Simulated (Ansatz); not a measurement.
`C[NH][SnH]([Cl])[Cl]` + H₂Se → `[Cl][SnH]([Cl])[SeH]` + CH₃NH₂  (ligand exchange at the Sn–N bond)

Program: Ansatz. Geometries: PBE0-D4/def2-TZVP. ΔE: electronic, gas phase. CCSD(T)/CBS adds triple-zeta CCSD(T) − MP2 to the extrapolated MP2 energy (def2 sets, frozen cores). Functionals use def2-TZVPP. Elements past krypton have def2 core potentials. For Se, Sn outer-core shells are correlated without core-valence functions, which leaves a few kJ/mol of doubt a bond. Scalar relativity is left out up to krypton. Each species was taken in one conformer, which may not be the lowest.

CCSD(T)/CBS gives -0.74 eV.

Problem. Another level gave -0.82 eV. Which?
A. SCS-MP2/def2-TZVPP
B. r2SCAN0/def2-TZVPP
C. BLYP-D4/def2-TZVPP
D. RPA@PBE/def2-TZVPP

Solution. B. r2SCAN0 -0.82, BLYP-D4 -0.74, SCS-MP2/def2-TZVPP -0.69, RPA@PBE/def2-TZVPP -0.63 eV.

Largest T1 diagnostic among the species: 0.012.

From r2SCAN to r2SCAN0 (25 % exact exchange), in def2-TZVPP and without D4, ΔE moves by −0.04 eV. In def2-TZVPP, CCSD(T) changes the Hartree–Fock value by +0.16 eV (the triples alone add +0.02 eV) and MP2 by +0.12 eV.
